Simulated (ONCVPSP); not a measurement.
# cadmium: ONCV pseudisation with PBE, scalar-relativistic reference atom.

ONCVPSP 4.0.1 input, shortened (lines: element, Z, core and valence counts, functional; n l f; lmax; l rc ep ncon nbas qcut; lloc lpopt rc5 dvloc0; l nproj debl; icmod fcfact rcfact), PBE, scalar-relativistic:

```
  Cd 48.00    6    4        4      upf
    1    0    2.00
    2    0    2.00
    2    1    6.00
    3    0    2.00
    3    1    6.00
    3    2   10.00
    4    0    2.00
    4    1    6.00
    4    2   10.00
    5    0    1.50
    2
    0    1.40    0.00    4    8    9.90
    1    1.25    0.00    4    8   12.00
    2    1.25    0.00    3    7    9.00
    4    5    1.20   -1.00
    0    2    1.00
    1    3    2.80
    2    2    1.30
    0    0.00    0.00
```

All-electron outer shells of the reference configuration (PBE, scalar-relativistic, ld1.x):

```tsv
shell	level (eV)	outermost node (bohr)	outermost maximum (bohr)
3d	-397.85	–	0.27
4s	-110.16	0.43	0.79
4p	-71.22	0.43	0.84
4d	-15.95	0.42	0.98
5s	-9.23	1.06	2.29
```

(1) Estimate the cutoffs (Ha) at which the residual kinetic energy of the hardest occupied pseudo-wave falls to 1 and 0.1 mHa per electron.

(2) What does a ghost test show?

(3) Which valence shell sets the plane-wave cutoff?

(4) Tests: 4s2 4p6 4d10 5s2; 4s2 4p6 4d10 5s1; 4s2 4p6 4d10 5s0; 4s2 4p6 4d9 5s0. Which has the largest error in its energy relative to the reference configuration, and how large is it?

## Answers

(1) 46 Ha and 55 Ha.

(2) No bound ghost flagged; GHOST(+) flagged for s at 344.5 eV.

(3) 4p: 46 Ha for 1 mHa per electron, against 34 Ha for 4d.

(4) 4s2 4p6 4d9 5s0, with -9.6 meV (all-electron minus pseudo) on +60.70 eV.
